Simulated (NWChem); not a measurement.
The numbers come from NWChem runs, not from measurements. System: CH3AlF2, charge 0, spin multiplicity 1, at a geometry optimised with PBE0/def2-SVP. The structure started from a generated list of species. Level: LC-wPBE (omega 0.3 per bohr)/def2-TZVP.

The NWChem input:

```
start mol
memory heap 200 mb stack 900 mb global 1100 mb
geometry units angstroms nocenter noautoz noautosym
  Al     0.048744     0.042329     0.000922
  C     -1.477682    -1.132435    -0.054661
  H     -1.268975    -2.007435    -0.691497
  H     -2.373059    -0.627940    -0.446915
  H     -1.709680    -1.517940     0.951227
  F     -0.005476     1.608655    -0.543296
  F      1.514823    -0.453360     0.599203
end
basis spherical
  * library def2-tzvp
end
dft
  xc xwpbe 1.00 cpbe96 1.0 hfexch 1.00
  cam 0.3 cam_alpha 0.00 cam_beta 1.00
  direct
  iterations 100
end
task dft energy
```

Output (cleaned and shortened):

```
             Northwest Computational Chemistry Package (NWChem) 7.3.0
             --------------------------------------------------------

                                NWChem Input Module
                                -------------------

 Scaling coordinates for geometry "geometry" by  1.889725989
 (inverse scale =  0.529177249)

                             Geometry "geometry" -> ""
                             -------------------------

 Output coordinates in angstroms (scale by  1.889725989 to convert to a.u.)

  No.       Tag          Charge          X              Y              Z
 ---- ---------------- ---------- -------------- -------------- --------------
    1 Al                  13.0000     0.04874400     0.04232900     0.00092200
    2 C                    6.0000    -1.47768200    -1.13243500    -0.05466100
    3 H                    1.0000    -1.26897500    -2.00743500    -0.69149700
    4 H                    1.0000    -2.37305900    -0.62794000    -0.44691500
    5 H                    1.0000    -1.70968000    -1.51794000     0.95122700
    6 F                    9.0000    -0.00547600     1.60865500    -0.54329600
    7 F                    9.0000     1.51482300    -0.45336000     0.59920300

 Effective nuclear repulsion energy (a.u.)     155.0780528830

            Nuclear Dipole moment (a.u.)
            ----------------------------
        X                 Y               Z
 ---------------- ---------------- ----------------
    -0.0000207870     0.0000132281    -0.0000037795


 Summary of "ao basis" -> "" (spherical)
 ------------------------------------------------------------------------------
       Tag                 Description            Shells   Functions and Types
 ---------------- ------------------------------  ------  ---------------------
 *                         def2-tzvp                  on all atoms

  pbe96 is a nonlocal functional; adding pw91lda local functional.

                                 NWChem DFT Module
                                 -----------------

 Summary of "ao basis" -> "ao basis" (spherical)
 ------------------------------------------------------------------------------
       Tag                 Description            Shells   Functions and Types
 ---------------- ------------------------------  ------  ---------------------
 Al                        def2-tzvp                13       37   5s5p2d1f
 C                         def2-tzvp                11       31   5s3p2d1f
 H                         def2-tzvp                 4        6   3s1p
 F                         def2-tzvp                11       31   5s3p2d1f

 Summary of "ao basis" -> "ao basis" (spherical)
 ------------------------------------------------------------------------------
       Tag                 Description            Shells   Functions and Types
 ---------------- ------------------------------  ------  ---------------------
 Al                        def2-tzvp                13       37   5s5p2d1f
 C                         def2-tzvp                11       31   5s3p2d1f
 H                         def2-tzvp                 4        6   3s1p
 F                         def2-tzvp                11       31   5s3p2d1f

  int_init: cando_txs set to always be  F

            General Information
            -------------------
          SCF calculation type: DFT
          Wavefunction type:  closed shell.
          No. of atoms     :     7
          No. of electrons :    40
           Alpha electrons :    20
            Beta electrons :    20
          Charge           :     0
          Spin multiplicity:     1
          Use of symmetry is: off; symmetry adaption is: off
          Maximum number of iterations: 100
          This is a Direct SCF calculation.
          AO basis - number of functions:   148
                     number of shells:    58
          Convergence on energy requested:  1.00D-06
          Convergence on density requested:  1.00D-05
          Convergence on gradient requested:  5.00D-04

              XC Information
              --------------
                     Hartree-Fock (Exact) Exchange  1.000
                     LC-wPBE(h)Exchange Functional  1.000
            Perdew 1991 LDA Correlation Functional  1.000 local
           PerdewBurkeErnz. Correlation Functional  1.000 non-local

           Range-Separation Parameters
           ---------------------------
           Alpha           :  0.00
           Beta            :  1.00
           Gamma           :  0.30
           Short-Range HF  :     F

             Grid Information
             ----------------
          Grid used for XC integration:  medium
          Radial quadrature: Mura-Knowles
          Angular quadrature: Lebedev.
          Tag              B.-S. Rad. Rad. Pts. Rad. Cut. Ang. Pts.
          ---              ---------- --------- --------- ---------
          Al                  1.25       88           9.0       590
          C                   0.70       49           9.0       434
          H                   0.35       45          10.0       434
          F                   0.50       49          11.0       434
          Grid pruning is: on
          Number of quadrature shells:   370
          Spatial weights used:  Erf1

          Convergence Information
          -----------------------
          Convergence aids based upon iterative change in
          total energy or number of iterations.
          Levelshifting, if invoked, occurs when the
          HOMO/LUMO gap drops below (HL_TOL):  1.00D-02
          DIIS, if invoked, will attempt to extrapolate
          using up to (NFOCK): 10 stored Fock matrices.

                    Damping( 0%)  Levelshifting(0.5)       DIIS
                  --------------- ------------------- ---------------
          dE  on:    start            ASAP                start
          dE off:    2 iters        100 iters           100 iters

      Screening Tolerance Information
      -------------------------------
          Density screening/tol_rho:  1.00D-10
          AO Gaussian exp screening on grid/accAOfunc:  14
          CD Gaussian exp screening on grid/accCDfunc:  20
          XC Gaussian exp screening on grid/accXCfunc:  20
          Schwarz screening/accCoul:  1.00D-08

      Superposition of Atomic Density Guess
      -------------------------------------

 Sum of atomic energies:        -479.88173642

      Non-variational initial energy
      ------------------------------

 Total energy =    -480.672261
 1-e energy   =    -974.877264
 2-e energy   =     339.126951
 HOMO         =      -0.421662
 LUMO         =      -0.039180

   convergence    iter        energy       DeltaE   RMS-Dens  Diis-err    time
 ---------------- ----- ----------------- --------- --------- ---------  ------
 d= 0,ls=0.0,diis     1   -481.8846458261 -6.37D+02  5.62D-03  1.53D+00    11.1
 d= 0,ls=0.0,diis     2   -481.8912466091 -6.60D-03  2.62D-03  1.75D+00    21.5
 d= 0,ls=0.0,diis     3   -482.0050142434 -1.14D-01  4.25D-04  2.78D-02    33.1
 d= 0,ls=0.0,diis     4   -482.0070470539 -2.03D-03  1.02D-04  3.76D-04    44.7
 d= 0,ls=0.0,diis     5   -482.0070971383 -5.01D-05  4.64D-05  6.00D-05    56.3
  Resetting Diis
 d= 0,ls=0.0,diis     6   -482.0071081479 -1.10D-05  1.91D-05  6.78D-06    67.9
 d= 0,ls=0.0,diis     7   -482.0071094493 -1.30D-06  3.21D-06  1.24D-07    79.8
 d= 0,ls=0.0,diis     8   -482.0071094947 -4.54D-08  1.06D-06  3.24D-08    91.4

         Total DFT energy =     -482.007109494661
      One electron energy =     -978.825791187276
           Coulomb energy =      387.689256715900
    Exchange-Corr. energy =      -45.948627906322
 Nuclear repulsion energy =      155.078052883037

 Numeric. integr. density =       40.000003462035

     Total iterative time =     90.5s

                       DFT Final Molecular Orbital Analysis
                       ------------------------------------

 Vector   18  Occ=2.000000D+00  E=-4.935072D-01
              MO Center=  7.7D-01,  4.8D-01,  6.5D-02, r^2= 2.4D+00
   Bfn.  Coefficient  Atom+Function         Bfn.  Coefficient  Atom+Function
  ----- ------------  ---------------      ----- ------------  ---------------
   125     -0.328010  7 F  pz                94      0.306725  6 F  pz
   128     -0.265240  7 F  pz                97      0.247957  6 F  pz
   131     -0.172795  7 F  pz               100      0.161516  6 F  pz
   124     -0.111548  7 F  py                93      0.103014  6 F  py
   123      0.096599  7 F  px               127     -0.090201  7 F  py

 Vector   19  Occ=2.000000D+00  E=-4.803452D-01
              MO Center=  4.9D-01,  4.0D-01,  1.1D-02, r^2= 3.1D+00
   Bfn.  Coefficient  Atom+Function         Bfn.  Coefficient  Atom+Function
  ----- ------------  ---------------      ----- ------------  ---------------
    92      0.325207  6 F  px               124     -0.318078  7 F  py
    95      0.259845  6 F  px               127     -0.253653  7 F  py
    98      0.169252  6 F  px               130     -0.161654  7 F  py
    94      0.098295  6 F  pz               123     -0.084225  7 F  px
   125      0.083134  7 F  pz                76      0.081701  4 H  s

 Vector   20  Occ=2.000000D+00  E=-4.243909D-01
              MO Center= -9.3D-01, -7.1D-01, -3.5D-02, r^2= 2.3D+00
   Bfn.  Coefficient  Atom+Function         Bfn.  Coefficient  Atom+Function
  ----- ------------  ---------------      ----- ------------  ---------------
    43      0.246850  2 C  px                 4      0.225741  1 Al s
    46      0.206268  2 C  px                44      0.199697  2 C  py
    15     -0.181396  1 Al px                47      0.163715  2 C  py
    16     -0.136355  1 Al py               123      0.135986  7 F  px
     3     -0.130802  1 Al s                 49      0.123653  2 C  px

 Vector   21  Occ=0.000000D+00  E= 4.826368D-02
              MO Center= -2.1D-01, -1.8D-01,  2.1D-02, r^2= 5.4D+00
   Bfn.  Coefficient  Atom+Function         Bfn.  Coefficient  Atom+Function
  ----- ------------  ---------------      ----- ------------  ---------------
    42      2.012992  2 C  s                  5     -1.669947  1 Al s
    71     -0.570352  3 H  s                 83     -0.548795  5 H  s
    77     -0.355406  4 H  s                 49      0.297488  2 C  px
    91      0.276193  6 F  s                122      0.243405  7 F  s
    18      0.205325  1 Al px                40      0.194906  2 C  s

 Vector   22  Occ=0.000000D+00  E= 5.935417D-02
              MO Center= -6.9D-02, -2.6D-02, -3.8D-02, r^2= 4.7D+00
   Bfn.  Coefficient  Atom+Function         Bfn.  Coefficient  Atom+Function
  ----- ------------  ---------------      ----- ------------  ---------------
    20      0.804269  1 Al pz                17      0.328702  1 Al pz
    19      0.272232  1 Al py                18     -0.235548  1 Al px
    83     -0.166275  5 H  s                 71      0.146127  3 H  s
   100     -0.133735  6 F  pz               131     -0.126643  7 F  pz
    94     -0.117566  6 F  pz               125     -0.114380  7 F  pz

 Vector   23  Occ=0.000000D+00  E= 1.207109D-01
              MO Center= -4.9D-01, -4.2D-01, -6.3D-03, r^2= 9.4D+00
   Bfn.  Coefficient  Atom+Function         Bfn.  Coefficient  Atom+Function
  ----- ------------  ---------------      ----- ------------  ---------------
    42      4.655131  2 C  s                 18      1.492439  1 Al px
     5     -1.410549  1 Al s                 19      1.232584  1 Al py
    71     -0.975631  3 H  s                 77     -0.972389  4 H  s
    83     -0.971821  5 H  s                 26     -0.427429  1 Al d -2
    41     -0.385900  2 C  s                 49      0.308722  2 C  px

 center of mass
 --------------
 x =   0.16214877 y =   0.12556527 z =   0.00572666

 moments of inertia (a.u.)
 ------------------
         317.798203024077         -46.959513638252         -66.296721740482
         -46.959513638252         334.170011641648          74.316623445928
         -66.296721740482          74.316623445928         551.554921302107

     Multipole analysis of the density
     ---------------------------------

     L   x y z        total         alpha         beta         nuclear
     -   - - -        -----         -----         ----         -------
     0   0 0 0      0.000000    -20.000000    -20.000000     40.000000

     1   1 0 0     -0.719669     -0.359824     -0.359824     -0.000021
     1   0 1 0     -0.551504     -0.275759     -0.275759      0.000013
     1   0 0 1     -0.026024     -0.013010     -0.013010     -0.000004

     2   2 0 0    -23.118037    -90.031966    -90.031966    156.945894
     2   1 1 0      0.633378    -18.323710    -18.323710     37.280799
     2   1 0 1     -1.627406    -16.870854    -16.870854     32.114303
     2   0 2 0    -23.607773    -82.485513    -82.485513    141.363253
     2   0 1 1      1.974072     18.331519     18.331519    -34.688967
     2   0 0 2    -19.451718    -23.097004    -23.097004     26.742290

 Task  times  cpu:       91.5s     wall:       91.5s

 Total times  cpu:       91.5s     wall:       91.5s
```
